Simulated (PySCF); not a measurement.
## Excitation energy of Sc⁺ by level of theory

Sc⁺ [Ar] 3d1 4s1 (3D) → Sc⁺ [Ar] 4s2 (1S), as a difference of total energies. All numbers are calculated (PySCF 2.14, the non-relativistic Hamiltonian (point nucleus), in def2-QZVPPD). Correlated levels: valence: [Ar] frozen; valence and next inner shell: [Ne] frozen. The calculations carry no spin-orbit coupling.

```json
{"method": "UHF", "excitation energy (cm⁻¹)": "18070", "difference from reference (cm⁻¹)": "+6439"}
{"method": "LDA", "excitation energy (cm⁻¹)": "19594", "difference from reference (cm⁻¹)": "+7963"}
{"method": "PBE", "excitation energy (cm⁻¹)": "20622", "difference from reference (cm⁻¹)": "+8991"}
{"method": "PBE0", "excitation energy (cm⁻¹)": "20195", "difference from reference (cm⁻¹)": "+8565"}
{"method": "r2SCAN", "excitation energy (cm⁻¹)": "23903", "difference from reference (cm⁻¹)": "+12272"}
{"method": "MN15", "excitation energy (cm⁻¹)": "16096", "difference from reference (cm⁻¹)": "+4465"}
{"method": "revPBE", "excitation energy (cm⁻¹)": "21052", "difference from reference (cm⁻¹)": "+9421"}
{"method": "LC-wPBE", "excitation energy (cm⁻¹)": "22156", "difference from reference (cm⁻¹)": "+10526"}
{"method": "r2SCAN0", "excitation energy (cm⁻¹)": "22441", "difference from reference (cm⁻¹)": "+10810"}
{"method": "MP2 (valence)", "excitation energy (cm⁻¹)": "13358", "difference from reference (cm⁻¹)": "+1727"}
{"method": "SCS-MP2 (valence)", "excitation energy (cm⁻¹)": "11769", "difference from reference (cm⁻¹)": "+138"}
{"method": "MP2 (valence and next inner shell)", "excitation energy (cm⁻¹)": "12511", "difference from reference (cm⁻¹)": "+880"}
{"method": "SCS-MP2 (valence and next inner shell)", "excitation energy (cm⁻¹)": "11581", "difference from reference (cm⁻¹)": "-49"}
```

Reference: 11631 cm⁻¹ (measured; NIST levels, between the centres of gravity of the two terms).

These non-relativistic numbers lack the scalar-relativistic shift.

Errors of the correlated levels include the incompleteness of this basis and the frozen core.
